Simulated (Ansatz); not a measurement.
Reaction (formal exchange of groups at the Al–B bond): `O[BH][Al]([SiH3])[SiH3]` + SiH₄ → `[SiH3][Al]([SiH3])[SiH3]` + `BO`

Gas-phase electronic energies from Ansatz, PBE0-D4/def2-TZVP geometries. CCSD(T)/CBS adds triple-zeta CCSD(T) − MP2 to the extrapolated MP2 energy (def2 sets, frozen cores). This one scheme is used for every species. Functionals use def2-TZVPP. One conformer a species, not always the lowest.

`O[BH][Al]([SiH3])[SiH3]`:

Z-matrix (Å, degrees):
```
Si
Al 1 2.465
H 1 1.495 2 109.6
H 1 1.493 2 112.1 3 118.1
H 1 1.491 2 113.9 3 -119.8
B 2 2.144 1 120.9 3 -70.4
Si 2 2.464 1 116.1 3 106.2
O 6 1.356 2 119.1 1 -92.0
H 6 1.211 2 123.0 1 88.1
H 7 1.493 2 110.5 1 -56.5
H 7 1.491 2 114.7 1 -177.7
H 7 1.493 2 110.3 1 61.2
H 8 0.962 6 113.9 2 -179.9
```

SiH₄:

Cartesian coordinates in Å:
```
Si 0.000 0.000 0.000
H 1.123 -0.908 -0.345
H -1.287 -0.722 -0.162
H 0.023 1.180 -0.901
H 0.141 0.449 1.408
```

`[SiH3][Al]([SiH3])[SiH3]`:

Z-matrix (Å, degrees):
```
Si
Al 1 2.459
H 1 1.490 2 113.7
H 1 1.493 2 110.3 3 121.0
H 1 1.492 2 110.3 3 -121.0
Si 2 2.460 1 117.6 3 179.7
Si 2 2.458 1 122.8 3 -0.4
H 6 1.493 2 110.3 1 60.0
H 6 1.490 2 113.7 1 -179.1
H 6 1.492 2 110.5 1 -58.1
H 7 1.493 2 110.1 1 -121.0
H 7 1.490 2 114.0 1 0.1
H 7 1.492 2 110.1 1 121.3
```

`BO`:

Z-matrix (Å, degrees):
```
B
O 1 1.348
H 1 1.196 2 116.8
H 1 1.202 2 120.7 3 -180.0
H 2 0.961 1 113.5 3 180.0
```

Q: Is it downhill or uphill in electronic energy at CCSD(T)/CBS, and by how much? (Estimate.)

A: Ansatz gave: Downhill: ΔE = -42.6 kJ/mol.

Q: What do these levels give: PBE0-D4, ωB97X-V, PBE0, HF/def2-TZVPP, CCSD/def2-TZVPP, CCSD(T)/def2-TZVPP? (Estimate.)

A: The calculation gave: PBE0-D4 -46.0, ωB97X-V -41.1, PBE0 -44.7, HF/def2-TZVPP -40.4, CCSD/def2-TZVPP -41.6, CCSD(T)/def2-TZVPP -41.8 kJ/mol.

Largest T1 diagnostic among the species: 0.015.
